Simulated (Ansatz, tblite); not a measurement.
Spin states of the cluster GaP2 (the lowest doublet isomer of a short search), each relaxed with PBE0-D4/def2-TZVP in Ansatz. Electronic energies in the gas phase.

The xTB rows come from tblite. B3LYP takes the VWN-RPA correlation. Correlated methods freeze 19 core orbitals; core or outer-core shells of Ga are correlated, in sets that lack core-valence functions. In CCSD on the charge 0 doublet the largest single amplitude is 0.16, so its Hartree–Fock determinant may place the open shell otherwise than the density functionals do. The structure comes from a short search, and lower isomers may exist.

Doublet geometry (C2v within 0.1 Å):

```xyz
3

Ga   -1.585    0.228   -0.206
P     0.715    0.191    1.032
P     0.870   -0.419   -0.825
```

Quartet geometry (C2v within 0.1 Å):

```csv
atom,x (Å),y (Å),z (Å)
Ga1,-0.254,-0.688,1.173
P2,1.002,0.790,-0.135
P3,-0.748,-0.102,-1.038
```

⟨S²⟩: doublet 0.76 at PBE0-D4/def2-TZVP (pure 0.75), quartet 3.77 at PBE0-D4/def2-TZVP (pure 3.75).

Run but left out: HF/STO-3G, MP2/def2-TZVP, MP2/def2-TZVPP (doublet: ⟨S²⟩ 1.01 to 1.58, where a pure state has 0.75).

Only these spin states were relaxed.

| level | quartet − doublet (kcal/mol) | lowest of these | remarks |
| --- | --- | --- | --- |
| GFN1-xTB | 41.8 | doublet | – |
| GFN2-xTB | 40.8 | doublet | – |
| HF/def2-TZVP | 22.8 | doublet | spin-contaminated (⟨S²⟩ 1.01) (doublet) |
| HF/def2-TZVPP | 22.8 | doublet | spin-contaminated (⟨S²⟩ 1.01) (doublet) |
| PBE-D4/def2-TZVP | 35.5 | doublet | – |
| r2SCAN-D4/def2-TZVP | 31.9 | doublet | – |
| B3LYP-D4/def2-TZVP | 37.9 | doublet | – |
| PBE0-D4/def2-TZVP | 32.9 | doublet | – |
| CAM-B3LYP-D4/def2-TZVP | 36.5 | doublet | – |
| B2PLYP/def2-TZVP | 37.6 | doublet | – |
| RPA@PBE/def2-TZVP | 36.9 | doublet | – |
| CCSD(T)/def2-TZVPP | 35.1 | doublet | spin-contaminated (⟨S²⟩ 1.01) (doublet) |

Change of the quartet − doublet gap on mixing in exact exchange, in kcal/mol: PBE to PBE0 (25 % exact exchange) -2.6.

The xTB methods have no spin-polarisation term.
